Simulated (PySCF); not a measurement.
## TDDFT excited states: CHBrClF

Fluorochlorobromomethane, CHBrClF.
Numbering: `[F:1][C@@H:2]([Cl:3])[Br:4]` (hydrogens: H5 on C2)

Cartesian coordinates in Å at the PBE0-D3(BJ)/def2-SVP level; atoms count from 1:
```
atom  x, y, z in Å
F1     0.4186   -1.1048    0.7452
C2    -0.0977   -0.0901    0.0554
Cl3   -0.0411    1.3847    1.0156
Br4    0.8645    0.1077   -1.6150
H5    -1.1443   -0.2975   -0.2012
```

Theory: TDDFT CAM-B3LYP/def2-SVPD, vertical, gas phase, core orbitals frozen in the response in PySCF 2.14.0, density-fitted response routines. Relativistic effects, spin–orbit coupling among them, are left out although an element past zinc is present.

Q: List the vertical singlet excitations with oscillator strengths and describe the spectrum.

A: 

```
state  E (eV)  ν̃ (cm⁻¹)       f   main configurations (H = HOMO, L = LUMO)
   S1    5.94      47880  0.0051                                  H→L (89%)
   S2    6.06      48890  0.0011                                H-1→L (91%)
   S3    7.12      57440   0.034                 H-2→L (79%), H-2→L+1 (10%)
   S4    7.47      60290  0.0069                   H-3→L (57%), H→L+1 (20%)
   S5    7.93      63940   0.019                   H→L+1 (52%), H-3→L (22%)
   S6    8.15      65720   0.018                 H-1→L+1 (57%), H→L+2 (16%)
   S7    8.23      66400   0.045  H→L+2 (36%), H-1→L+1 (27%), H-2→L+1 (11%)
   S8    8.42      67940   0.066  H-2→L+1 (27%), H→L+2 (23%), H-2→L+2 (12%)
   S9    8.55      68930   0.059               H-1→L+2 (74%), H-1→L+5 (12%)
  S10    8.89      71670   0.023     H→L+3 (37%), H-3→L+1 (26%), H→L+2 (8%)
```

Triplets (Tamm–Dancoff): T1 5.23 eV, H→L (87%); T2 5.36 eV, H-1→L (88%); T3 6.29 eV, H-2→L (72%); T4 6.80 eV, H-3→L (46%), H-3→L+1 (14%), H→L+1 (9%).

The lowest singlet lies at 5.94 eV (209 nm, ultraviolet) and is weak; its leading configuration is HOMO→LUMO (89%). The most intense listed level is S8 at 8.42 eV (147 nm, f = 0.066), 2.49 eV above S1. Löwdin shares by element: HOMO bromine 74%, chlorine 20%; LUMO bromine 54%, carbon 24%, chlorine 15%. Weighted by f, the mean energy of these states is 8.17 eV. The listed states span 2.95 eV, and the widest gap between neighbours is 1.06 eV (S2 to S3). Orbital energies (eV): HOMO-3 -11.46, HOMO-2 -10.88, HOMO-1 -10.26, HOMO -10.05, LUMO -0.14, LUMO+1 1.11, LUMO+2 1.28. The vertical ionisation energy (ΔSCF) is 11.25 eV, 2.36 eV above S10. Only the lowest 10 singlets were computed, as vertical energies without vibronic structure.

Hardware: one thread, Intel Xeon Platinum 8259CL at 2.50 GHz (x86_64), on a shared host. Cost: 91 s (grids of density and orbitals included), 0.55 GiB resident at most.
